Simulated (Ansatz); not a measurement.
Coupled-cluster run, C$_{4}$H$_{7}$B (`C#CB(C)C`).

```yaml
crystal:
  periodic: [false, false, false]
  atoms:
    - {symbol: C, position_ang: [-0.661643, 2.532308, 0.484494]}
    - {symbol: C, position_ang: [-0.357872, 1.383276, 0.266854]}
    - {symbol: B, position_ang: [0.024186, -0.067464, -0.009213]}
    - {symbol: C, position_ang: [-0.665807, -1.205627, 0.811886]}
    - {symbol: C, position_ang: [1.094586, -0.379050, -1.105972]}
    - {symbol: H, position_ang: [-0.929828, 3.545627, 0.676329]}
    - {symbol: H, position_ang: [-0.078405, -2.125761, 0.854935]}
    - {symbol: H, position_ang: [-1.592221, -1.454796, 0.272534]}
    - {symbol: H, position_ang: [-0.970720, -0.909746, 1.817160]}
    - {symbol: H, position_ang: [2.070975, -0.357115, -0.598484]}
    - {symbol: H, position_ang: [1.148757, 0.363264, -1.903958]}
    - {symbol: H, position_ang: [0.994994, -1.380117, -1.532365]}
basis:
  gaussian: {orbitals: def2-SVP}
correlation: {method: ccsd_t}
```

```sh
$ ansatz run in.yaml --threads 4 --pin off --events-out ev --progress --plain
```

Output of Ansatz, abridged:

```
Functional definition: HF
  name "HF"
  cite "Fock, Z. Phys. 61, 126 (1930) doi:10.1007/BF01340294"
  parent pbe
  exchange = exact_x
  correlation = 0
1091 factors; integrals over basis functions are off by at most 1.5e-3 eV
mean field evaluation 1: about -4896.2416 eV, gradient 3.4e1 eV
mean field evaluation 2: about -4896.3581 eV, gradient 3.3e1 eV
mean field evaluation 4: about -4899.6662 eV, gradient 4.2e0 eV
mean field evaluation 8: about -4899.7264 eV, gradient 2.6e-1 eV
mean field -4899.72729872 eV, -180.0616570735 hartree, gradient 7.3e-7 eV, S^2 0.000000; 0 other end points of the search recorded, 0 dependent functions left out
5 core orbitals not correlated: weight in the atoms' cores, before any rotation towards them, 1.000 or more for the frozen orbitals, at most 0.000 for the correlated occupied ones
reference -4899.72729872 eV, -180.0616570735 hartree; 13, 13 occupied and 87, 87 virtual orbitals, 1091 factors
second order -16.77307428 eV of doubles, -0.00000000 eV of singles
cycle   1  -17.56529774 eV  change   -7.9e-1 eV  update   9.7e-2
cycle   2  -18.07023156 eV  change   -5.0e-1 eV  update   3.0e-2
cycle   3  -18.17430735 eV  change   -1.0e-1 eV  update   1.3e-2
cycle   4  -18.17856413 eV  change   -4.3e-3 eV  update   4.1e-3
cycle   5  -18.17974365 eV  change   -1.2e-3 eV  update   1.4e-3
cycle   6  -18.17962899 eV  change    1.1e-4 eV  update   4.9e-4
cycle   7  -18.17974380 eV  change   -1.1e-4 eV  update   1.4e-4
cycle   8  -18.17977477 eV  change   -3.1e-5 eV  update   6.2e-5
cycle   9  -18.17974439 eV  change    3.0e-5 eV  update   2.5e-5
cycle  10  -18.17973734 eV  change    7.0e-6 eV  update   7.8e-6
perturbative correction -0.65451373 eV, -0.0240529361 hartree
Total energy: -4918.56154979 eV, -180.7538030342 hartree
```

Hardware: 4 threads of a server CPU on a shared host. Wall time 7.5 s, peak host memory 0.51 GiB.

The correlation energy is -18.834 eV, 3.5 % of it from (T); the T1 diagnostic reads 0.0116.
